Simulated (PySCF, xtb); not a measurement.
GaH₄O₂P, SMILES [OH][Ga]([OH])[PH2].

GFN2-xTB in xtb at its own geometry gives an orbital gap of 4.10 eV and a dipole moment of 1.10 D.

Coordinates come from a ωB97X-D3(BJ)/def2-SVP optimisation. The structure was generated by enumeration; whether it is a known compound was not checked. Other conformers were not sampled.

Problem. What does PBE/def2-TZVP in PySCF give? (An estimate is asked for; the answer gives what the named calculation found.)

Solution. gap 5.19 eV (levels -6.70 and -1.50 eV), dipole 1.49 D.
